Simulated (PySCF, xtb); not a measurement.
GeH₃NO, SMILES [Ge]([NH2])[OH] (connectivity only; charge and spin as stated), neutral, multiplicity 1. Other conformers were not sampled.

Harmonic wavenumbers (cm⁻¹) from GFN2-xTB in xtb at its own minimum, in rising order: 230, 325, 377, 393, 501, 542, 584, 662, 1499, 3428, 3484, 3650.

**Question.** What does PySCF with r2SCAN-D4/def2-TZVP give at its own minimum? (An estimate is asked for; the answer gives what the named calculation found.)

**Answer.** 264, 317, 382, 471, 657, 670, 683, 842, 1562, 3524, 3643, 3796. Paired by order, the mean absolute difference is 96 cm⁻¹ and the zero-point energies are 22.4 and 24.0 kcal/mol.
